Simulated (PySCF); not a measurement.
Input for PySCF:
```python
from pyscf import gto, scf

mol = gto.Mole()
mol.atom = '''
    B    -0.986328    0.532427   -0.612376
    F    -2.158885    0.045056   -0.600927
    F    -0.879482    1.784568   -1.114230
    I     0.572626   -0.403608    0.349884
'''
mol.basis = 'def2-svp'
mol.ecp = {'I': 'def2-svp'}
mol.charge = 0
mol.spin = 0
mol.verbose = 4
mol.build()

mf = scf.RHF(mol)
mf.kernel()
g = mf.nuc_grad_method()
grad = g.kernel()
```

Problem. Predict the HOMO-LUMO gap from HF/def2-SVP, gradient (PySCF).

Solution. 13.98 eV

Problem. Predict the dipole moment from HF/def2-SVP, gradient.

Solution. 0.85 D

Problem. Estimate the nuclear repulsion energy that HF/def2-SVP, gradient returns for this input.

Solution. 168.0943 Eh

Problem. What is the computed number of basis functions (HF/def2-SVP, gradient)?

Solution. 68

Problem. Give the HOMO energy at the level HF/def2-SVP, gradient.

Solution. -10.84 eV
